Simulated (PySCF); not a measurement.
NMR data sheet: C5H14OP2

```yaml
Formula: C5H14OP2
SMILES: CC(C)(C)[P@](C)(=O)P
InChI: InChI=1S/C5H14OP2/c1-5(2,3)8(4,6)7/h7H2,1-4H3/t8-/m1/s1
Point_group_of_the_computed_structure: C1
Carbon_signals: 3
Proton_signals: 3
```

Molfile (atoms numbered from 1):
```
C5H14OP2
     RDKit          3D

 22 21  0  0  0  0  0  0  0  0999 V2000
   -1.2632   -0.4369   -1.4677 C   0  0  0  0  0  0  0  0  0  0  0  0
   -0.7797    0.0856   -0.1204 C   0  0  0  0  0  0  0  0  0  0  0  0
   -1.1453   -0.8780    0.9970 C   0  0  0  0  0  0  0  0  0  0  0  0
   -1.3177    1.4871    0.1322 C   0  0  0  0  0  0  0  0  0  0  0  0
    1.0763    0.2229   -0.2926 P   0  0  2  0  0  5  0  0  0  0  0  0
    1.7585    0.5894    1.3770 C   0  0  0  0  0  0  0  0  0  0  0  0
    1.5059    1.2060   -1.3006 O   0  0  0  0  0  0  0  0  0  0  0  0
    1.7606   -1.8216   -0.7341 P   0  0  0  0  0  0  0  0  0  0  0  0
   -0.8817   -1.4456   -1.6421 H   0  0  0  0  0  0  0  0  0  0  0  0
   -2.3513   -0.4690   -1.5052 H   0  0  0  0  0  0  0  0  0  0  0  0
   -0.9051    0.2136   -2.2649 H   0  0  0  0  0  0  0  0  0  0  0  0
   -2.2145   -1.0842    0.9792 H   0  0  0  0  0  0  0  0  0  0  0  0
   -0.6131   -1.8221    0.8714 H   0  0  0  0  0  0  0  0  0  0  0  0
   -0.8949   -0.4623    1.9708 H   0  0  0  0  0  0  0  0  0  0  0  0
   -2.4054    1.4956    0.0753 H   0  0  0  0  0  0  0  0  0  0  0  0
   -1.0235    1.8482    1.1165 H   0  0  0  0  0  0  0  0  0  0  0  0
   -0.9232    2.1710   -0.6177 H   0  0  0  0  0  0  0  0  0  0  0  0
    1.3229    1.5177    1.7407 H   0  0  0  0  0  0  0  0  0  0  0  0
    2.8303    0.7376    1.2499 H   0  0  0  0  0  0  0  0  0  0  0  0
    1.5764   -0.2181    2.0798 H   0  0  0  0  0  0  0  0  0  0  0  0
    3.0760   -1.4003   -0.5572 H   0  0  0  0  0  0  0  0  0  0  0  0
    1.8010   -1.5172   -2.0883 H   0  0  0  0  0  0  0  0  0  0  0  0
  1  2  1  0
  2  3  1  0
  2  4  1  0
  2  5  1  0
  5  6  1  0
  5  7  2  0
  5  8  1  6
  1  9  1  0
  1 10  1  0
  1 11  1  0
  3 12  1  0
  3 13  1  0
  3 14  1  0
  4 15  1  0
  4 16  1  0
  4 17  1  0
  6 18  1  0
  6 19  1  0
  6 20  1  0
  8 21  1  0
  8 22  1  0
M  END
```

How the numbers were obtained: GFN2-xTB structure, GIAO PBE0/pcSseg-1 shieldings, in PySCF 2.14 (rapidly exchanging positions averaged, no relativistic terms, isolated molecule, one computed conformer).

Scale: $^{1}$H (σ = 31.72 ppm) and $^{13}$C (σ = 186.93 ppm) vs TMS; H3PO4 for $^{31}$P (σ = 318.38 ppm); $^{17}$O (σ = 336.08 ppm) against H2O (reference shieldings calculated alike).

```tsv
carbon	δC, type	δH (multiplicity)	HMBC from (2–3 bonds)	span of the C tensor (ppm)
C1/C3/C4	24.4, CH3	1.15 (m)	H9/H10/H11/H12/H13/H14/H15/H16/H17	41
C2	38.5, C	–	H21/H22, H18/H19/H20, H9/H10/H11/H12/H13/H14/H15/H16/H17	25
C6	17.7, CH3	1.39 (m)	H21/H22	36
```

Other nuclei:
```csv
atoms,nucleus,environment,δ (ppm),σ (ppm)
H21/H22,$^{1}$H,hydrogen on a phosphorus bonded to P,2.50,29.22
P5,$^{31}$P,"phosphorus bonded to 2 C, O, P",42.5,275.9
P8,$^{31}$P,"phosphorus bonded to P, 2 H",-190.0,508.3
O7,$^{17}$O,P=O oxygen,142.9,193.2
```

- δC 38.5: fully substituted sp3 carbon bonded to P.
- δC 24.4: methyl carbon; aliphatic region, no heteroatom directly attached.
- δC 17.7: methyl carbon bonded to P.
- δH 1.39: hydrogen on a methyl carbon bonded to P.
- δH 1.15: hydrogen on a methyl carbon.

Splittings by $^{31}$P in the carbon and heteronuclear signals aren't shown, as no couplings were computed. Shifts are as computed. Against solution values, carbons near 30 ppm lie about +3 ppm off and those near 130 ppm about +5 ppm. Of 1211 compounds with measured shifts, 218 miss one by over three times the rms of a fit or turn the order of signals round; such compounds aren't used in these exercises. Experimental scales use liquid or dissolved standards, which lie at an offset from isolated H2O (liquid H2O: subtract about 36 ppm) and H3PO4. No couplings were computed; multiplicities are counted from neighbouring protons, with m where these are inequivalent, close in shift, in a saturated or five-membered ring or joined by F or P, and br s for small geminal =CH2 splittings.
